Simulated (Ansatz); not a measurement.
RuO4, 5 atoms. Hardware: 2 threads of Intel Xeon 6975P-C on a shared host.

In the def2 sets Ru takes a core potential; there is no spin–orbit coupling. Correlated methods freeze 4 core orbitals; core or outer-core shells of Ru are correlated, in sets that lack core-valence functions.

(1) How many basis functions does each of these Ansatz runs have, and roughly what does it cost? r2SCAN-D4/def2-TZVPD, charge -1 doublet at the geometry of the charge 0 singlet, energy, from earlier orbitals; B2PLYP/def2-TZVP, charge 0 singlet, energy, from earlier orbitals; PBE0-D4/def2-TZVPD, charge 0 singlet, energy, from earlier orbitals; PBE0-D4/def2-TZVP, charge 0 triplet at the geometry of the charge 0 singlet, energy; PBE-D4/def2-TZVP, charge 0 triplet at the geometry of the charge 0 singlet, energy, from earlier orbitals; ωB97X-V/def2-TZVP, charge 0 singlet, energy, from earlier orbitals; r2SCAN-D4/def2-TZVP, charge 0 singlet, energy, from earlier orbitals; MP2/def2-TZVP, charge 0 singlet, energy, from earlier orbitals; PBE0-D4/def2-TZVPD, charge -1 doublet at the geometry of the charge 0 singlet, energy, from earlier orbitals; ωB97M-V/def2-TZVP, charge 1 doublet at the geometry of the charge 0 singlet, energy, from earlier orbitals; LDA (SPW92)/def2-TZVP, charge 0 singlet, energy, from earlier orbitals; r2SCAN-D4/def2-TZVPD, charge 0 singlet, energy, from earlier orbitals.

Answers

(1) Other jobs shared the machine, so times can vary by a factor of up to 3. A dash marks memory too small to be measured apart from the calling script's.

```json
{"run": "LDA (SPW92)/def2-TZVP, charge 0 singlet, energy, from earlier orbitals", "functions": "164", "fitting or Cholesky vectors": "958", "wall time": "0.65 s", "peak host memory (GiB)": "–"}
{"run": "PBE0-D4/def2-TZVPD, charge 0 singlet, energy, from earlier orbitals", "functions": "200", "fitting or Cholesky vectors": "1114", "wall time": "2.1 s", "peak host memory (GiB)": "–"}
{"run": "r2SCAN-D4/def2-TZVPD, charge 0 singlet, energy, from earlier orbitals", "functions": "200", "fitting or Cholesky vectors": "1090", "wall time": "2.4 s", "peak host memory (GiB)": "–"}
{"run": "r2SCAN-D4/def2-TZVP, charge 0 singlet, energy, from earlier orbitals", "functions": "164", "fitting or Cholesky vectors": "958", "wall time": "2.5 s", "peak host memory (GiB)": "–"}
{"run": "B2PLYP/def2-TZVP, charge 0 singlet, energy, from earlier orbitals", "functions": "164", "fitting or Cholesky vectors": "1197", "wall time": "3.2 s", "peak host memory (GiB)": "–"}
{"run": "PBE-D4/def2-TZVP, charge 0 triplet at the geometry of the charge 0 singlet, energy, from earlier orbitals", "functions": "164", "fitting or Cholesky vectors": "958", "wall time": "4.1 s", "peak host memory (GiB)": "–"}
{"run": "ωB97X-V/def2-TZVP, charge 0 singlet, energy, from earlier orbitals", "functions": "164", "fitting or Cholesky vectors": "969", "wall time": "4.2 s", "peak host memory (GiB)": "–"}
{"run": "MP2/def2-TZVP, charge 0 singlet, energy, from earlier orbitals", "functions": "164", "fitting or Cholesky vectors": "1197", "wall time": "8 s", "peak host memory (GiB)": "–"}
{"run": "PBE0-D4/def2-TZVP, charge 0 triplet at the geometry of the charge 0 singlet, energy", "functions": "164", "fitting or Cholesky vectors": "982", "wall time": "11 s", "peak host memory (GiB)": "0.64"}
{"run": "PBE0-D4/def2-TZVPD, charge -1 doublet at the geometry of the charge 0 singlet, energy, from earlier orbitals", "functions": "200", "fitting or Cholesky vectors": "1114", "wall time": "11 s", "peak host memory (GiB)": "0.83"}
{"run": "r2SCAN-D4/def2-TZVPD, charge -1 doublet at the geometry of the charge 0 singlet, energy, from earlier orbitals", "functions": "200", "fitting or Cholesky vectors": "1090", "wall time": "13 s", "peak host memory (GiB)": "0.58"}
{"run": "ωB97M-V/def2-TZVP, charge 1 doublet at the geometry of the charge 0 singlet, energy, from earlier orbitals", "functions": "164", "fitting or Cholesky vectors": "969", "wall time": "29 s", "peak host memory (GiB)": "0.86"}
```
